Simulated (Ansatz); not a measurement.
Ansatz (a quantum-chemistry and plane-wave program) job for ZrF₃Cl, SMILES [F][Zr]([F])([F])[Cl], multiplicity 1, r2SCAN-D4/def2-SVP. 

Ansatz 0.2 input:
```yaml
crystal:
  periodic: [false, false, false]
  atoms:
    - {symbol: Zr, position_ang: [0.00000000, -0.00000000, -0.29975981]}
    - {symbol: F, position_ang: [-1.53820949, 0.88808566, -0.77986940]}
    - {symbol: F, position_ang: [1.53820949, 0.88808567, -0.77986939]}
    - {symbol: F, position_ang: [-0.00000000, -1.77617132, -0.77986939]}
    - {symbol: Cl, position_ang: [-0.00000000, 0.00000000, 1.94393330]}
basis:
  gaussian:
    orbitals: def2-SVP
hamiltonian:
  xc: r2scan
  dispersion: d4
relax: {f_tol: 0.002, max_steps: 200}
```

It prints:

```
WARN ansatz: RAYON_NUM_THREADS=1 ignored (pool sized by the plan → 1); use --threads N
Functional definition: r2SCAN
integrals: 0.04 GiB planned
917 factors; their error is unknown
mean field: 0.25 GiB planned
mean field evaluation 1: about -21943.8127 eV, gradient 5.8e1 eV
mean field evaluation 2: about -21910.8183 eV, gradient 1.5e2 eV
mean field evaluation 4: about -21948.8859 eV, gradient 4.8e0 eV
mean field evaluation 8: about -21948.9101 eV, gradient 7.8e-2 eV
mean field evaluation 16: about -21948.9101 eV, gradient 6.9e-5 eV
mean field -21948.91008254 eV, -806.6075680278 hartree, gradient 6.9e-5 eV, S^2 0.000000; 0 other end points of the search recorded, 0 dependent functions left out
the calculation of the forces begins
reference -21948.91011265 eV, -806.6075691342 hartree; 28, 28 occupied and 63, 63 virtual orbitals, 917 factors
relax step   1: F+E_penalty+E_count = -21948.93657572 eV  Δ(F+E_penalty+E_count) = +0.000e0 eV  max|allowed force component| = 2.102e0 eV/Å  Δτ_max = 0.0000 Å  (28 SCF iters, accepted)
these checks for a lower state are left out or cut short: starts, cluster_reference, orbital_swaps, neighbouring_geometries, increment
integrals: 0.04 GiB planned
917 factors; their error is unknown
mean field: 0.24 GiB planned
mean field -21949.23686275 eV, -806.6195769790 hartree, gradient 1.4e-5 eV, S^2 0.000000; 0 other end points of the search recorded, 0 dependent functions left out
the calculation of the forces begins
reference -21949.23689283 eV, -806.6195780846 hartree; 28, 28 occupied and 63, 63 virtual orbitals, 917 factors
relax step   2: F+E_penalty+E_count = -21949.26255253 eV  Δ(F+E_penalty+E_count) = -3.260e-1 eV  max|allowed force component| = 3.137e-1 eV/Å  Δτ_max = 0.1926 Å  (36 SCF iters, accepted)
these checks for a lower state are left out or cut short: starts, cluster_reference, orbital_swaps, neighbouring_geometries, increment
integrals: 0.04 GiB planned
917 factors; their error is unknown
mean field: 0.25 GiB planned
mean field evaluation 32: about -21949.2435 eV, gradient 1.4e-5 eV
mean field -21949.24348550 eV, -806.6198203604 hartree, gradient 1.4e-5 eV, S^2 0.000000; 0 other end points of the search recorded, 0 dependent functions left out
the calculation of the forces begins
reference -21949.24351556 eV, -806.6198214653 hartree; 28, 28 occupied and 63, 63 virtual orbitals, 917 factors
relax step   3: F+E_penalty+E_count = -21949.26923710 eV  Δ(F+E_penalty+E_count) = -6.685e-3 eV  max|allowed force component| = 7.150e-2 eV/Å  Δτ_max = 0.0150 Å  (30 SCF iters, accepted)
these checks for a lower state are left out or cut short: starts, cluster_reference, orbital_swaps, neighbouring_geometries, increment
integrals: 0.04 GiB planned
917 factors; their error is unknown
mean field: 0.24 GiB planned
mean field -21949.24358540 eV, -806.6198240320 hartree, gradient 1.4e-5 eV, S^2 0.000000; 0 other end points of the search recorded, 0 dependent functions left out
the calculation of the forces begins
reference -21949.24361546 eV, -806.6198251364 hartree; 28, 28 occupied and 63, 63 virtual orbitals, 917 factors
relax step   4: F+E_penalty+E_count = -21949.26934226 eV  Δ(F+E_penalty+E_count) = -1.052e-4 eV  max|allowed force component| = 9.178e-3 eV/Å  Δτ_max = 0.0010 Å  (25 SCF iters, accepted)
these checks for a lower state are left out or cut short: starts, cluster_reference, orbital_swaps, neighbouring_geometries, increment
integrals: 0.04 GiB planned
917 factors; their error is unknown
mean field: 0.25 GiB planned
mean field -21949.24359019 eV, -806.6198242079 hartree, gradient 3.9e-5 eV, S^2 0.000000; 0 other end points of the search recorded, 0 dependent functions left out
the calculation of the forces begins
reference -21949.24362024 eV, -806.6198253123 hartree; 28, 28 occupied and 63, 63 virtual orbitals, 917 factors
relax step   5: F+E_penalty+E_count = -21949.26934657 eV  Δ(F+E_penalty+E_count) = -4.310e-6 eV  max|allowed force component| = 1.960e-3 eV/Å  Δτ_max = 0.0006 Å  (20 SCF iters, accepted)
integrals: 0.04 GiB planned
917 factors; their error is unknown
mean field: 0.25 GiB planned
mean field -21949.24359019 eV, -806.6198242079 hartree, gradient 3.9e-5 eV, S^2 0.000000; 1 other end points of the search recorded, 0 dependent functions left out
the calculation of the forces begins
reference -21949.24362024 eV, -806.6198253123 hartree; 28, 28 occupied and 63, 63 virtual orbitals, 917 factors
Total energy: -21949.26937662 eV, -806.6207718417 hartree
Atom 0 at    -0.000028     0.000016    -0.218522 Å, force     0.000022    -0.000013     0.000211 eV/Å
Atom 1 at    -1.540801     0.889582    -0.869830 Å, force     0.000047    -0.000027    -0.000721 eV/Å
Atom 2 at     1.540790     0.889607    -0.869705 Å, force    -0.000062    -0.000036    -0.000725 eV/Å
Atom 3 at    -0.000027    -1.779167    -0.869705 Å, force    -0.000000     0.000072    -0.000725 eV/Å
Atom 4 at     0.000066    -0.000038     2.132328 Å, force    -0.000006     0.000004     0.001960 eV/Å
Dipole moment:    -0.000055     0.000032    -0.051891 e Å
```

Self-consistency was reached.
